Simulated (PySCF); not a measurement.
Compound: C4H6NOS (charge -1).
Bonds: N1–C2, C2–O3 (double), C2–C4, C4–S5, C4–C6, C6–C7, C4–C7. Hydrogens: H8, H9 on N1; H10, H11 on C6; H12, H13 on C7.

NICS = −σ at a ghost point: NICS(0) at the centroid of the ring atoms, NICS(1) 1 Å to either side along the normal of their mean plane, zz for the tensor component along that normal. Level: GIAO PBE0/pcSseg-1 (PySCF, non-relativistic, gas phase) on the GFN2-xTB geometry, one conformer.

Ring bond lengths (Å), with Mayer bond orders in brackets: C4–C6 1.513 (0.90), C6–C7 1.493 (0.99), C7–C4 1.512 (0.90).

What do the NICS probes read (ppm)?

| ring | type | NICS(0) | NICS(1), two faces | NICS(1)zz, two faces | rms pucker (Å) | centre to ring atoms, mean (Å) |
| --- | --- | --- | --- | --- | --- | --- |
| C4–C6–C7 | 3-membered carbocycle; formal bonds all single | -44.1 | -7.0 / -8.4 | -20.1 / -25.3 | 0.00 | 0.87 |

What can be read from them?

- C4–C6–C7: mean NICS(1)zz -22.7 ppm, shielded. C4, C6, C7 have four or more neighbours, and the NICS criterion for π rings isn't applied. A hydrogen on C7, outside the ring, lies only 1.45 Å from a NICS(1) probe, which then mostly feels that atom. The two faces differ by 5.2 ppm, so no symmetry operation interchanges them. NICS(0) lies 36 ppm below the mean NICS(1).

How shielded are the nuclei of the rings and their hydrogens (means over atoms taken as equivalent)?

```csv
atoms,environment,σ isotropic (ppm)
C4,sp3 carbon bound to sulfur,157.2
C6 (×2),three-membered-ring carbon,162.0
H10 (×2),methylene hydrogen,31.50
H11 (×2),methylene hydrogen,30.75
```

Conformer computed: `[NH2:1][C:2](=[O:3])[C:4]1([S-:5])[CH2:6][CH2:7]1`: N1–C2–C4–S5 0°, H–N1–C2–O3 0°, H–N1–C2–O3 180°.
